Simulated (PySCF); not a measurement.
## How methods differ on the ionisation energy of Sr⁺

Sr⁺ [Kr] 5s1 (2S) → Sr²⁺ [Kr] (1S), as a difference of total energies. Calculation: PySCF 2.14, in def2-TZVP with the def2 core potential (28 electrons) (6s4p3d, 33 functions); scalar relativity through the core potential. The calculations carry no spin-orbit coupling.

| method | ionisation energy (eV) |
| --- | --- |
| UHF | 10.442 |
| M06-2X | 10.998 |
| B3LYP | 11.256 |

Problem. Which method comes closest to the reference value, and which is furthest?

Solution. The reference is 11.030 eV (measured; NIST Atomic Spectra Database, ionization energies). Closest: M06-2X (error -0.032 eV); furthest: UHF (error -0.588 eV).
